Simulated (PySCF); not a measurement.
CHO, SMILES [O+]#C, charge +1. Geometry optimised at r2SCAN-D4/def2-TZVPD.

Method: r2SCAN-D4/def2-TZVPD (PySCF).

Harmonic wavenumbers (cm⁻¹): 863, 863, 2248, 3215. Rotational constants (GHz): 44.86 (linear); symmetry number 1.

Problem. Work out the zero-point energy and the ideal-gas rigid-rotor harmonic-oscillator thermochemistry at 298.15 K and 1 atm.

Solution. ZPE = ½ Σ hcν = ½ × 7190 cm⁻¹ = 43.01 kJ/mol. H − E(el) = 52.01 kJ/mol. Entropy in J/(mol K): translation 150.75, rotation 49.31, vibration 1.35, total 201.41. G − E(el) = -8.04 kJ/mol. Cp = 33.74 J/(mol K).
